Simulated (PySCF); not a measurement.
Two species compared at the same levels of theory.

First species: BH2(SMe), CH₅BS.
InChI=1S/CH5BS/c1-3-2/h2H2,1H3

Second species: C₂H₁₂B₂N₂.
SMILES: `CC[NH+]1[BH2-][NH2+][BH2-]1`

Levels: CAM-B3LYP/def2-SVPD for dipole moment, HOMO energy, LUMO energy, HOMO–LUMO gap, static isotropic polarisability and electronic spatial extent ⟨r²⟩ about the centre of nuclear charge; TDDFT CAM-B3LYP/def2-SVPD for lowest singlet excitation; TDA CAM-B3LYP/def2-SVPD for lowest triplet excitation (Tamm–Dancoff); PBE0-D3(BJ)/def2-SVP for rotational constant A and rotational constant C. Geometries: PBE0-D3(BJ)/def2-SVP. Each species is one conformer at its optimised geometry, gas phase, non-relativistic unless stated. Electronic properties by PySCF.

The conformers computed, where there is a choice (atom-mapped SMILES and torsion angles):
- `[CH3:1][CH2:2][NH+:3]1[BH2-:4][NH2+:5][BH2-:6]1`: C1–C2–N3–B4 -176°

Values for the first species:

- Dipole moment: 1.72 D
- HOMO energy: -9.18 eV
- LUMO energy: 0.01 eV
- HOMO–LUMO gap: 9.19 eV
- Lowest singlet excitation: 6.10 eV
- Lowest triplet excitation (Tamm–Dancoff): 4.49 eV
- Static isotropic polarisability: 50.4 au
- Electronic spatial extent ⟨r²⟩ about the centre of nuclear charge: 258 bohr²
- Rotational constant A: 21.780 GHz
- Rotational constant C: 5.874 GHz

(1) Estimate the same properties for the second species, and the change in each.

Results:

(1) 
| property | first | second | second less first |
| --- | --- | --- | --- |
| dipole moment | 1.72 D | 0.15 D | -1.57 D |
| HOMO energy | -9.18 eV | -9.24 eV | -0.06 eV |
| LUMO energy | 0.01 eV | 0.92 eV | +0.91 eV |
| HOMO–LUMO gap | 9.19 eV | 10.16 eV | +0.97 eV |
| lowest singlet excitation | 6.10 eV | 7.27 eV | +1.17 eV |
| lowest triplet excitation (Tamm–Dancoff) | 4.49 eV | 7.04 eV | +2.55 eV |
| static isotropic polarisability | 50.4 au | 71.9 au | +21.5 au |
| electronic spatial extent ⟨r²⟩ about the centre of nuclear charge | 258 bohr² | 728 bohr² | +470 bohr² |
| rotational constant A | 21.780 GHz | 7.766 GHz | -14.014 GHz |
| rotational constant C | 5.874 GHz | 1.862 GHz | -4.012 GHz |

On the first: In wavenumbers S1 is 49200 cm⁻¹ (1 eV = 8065.54 cm⁻¹). The principal polarisabilities are 39.4, 48.2 and 63.5 au; their mean is the isotropic value.

On the second: In wavenumbers S1 is 58700 cm⁻¹ (1 eV = 8065.54 cm⁻¹). S1 lies 2.89 eV below the HOMO–LUMO gap; its leading configuration is HOMO→LUMO, weight 0.93.
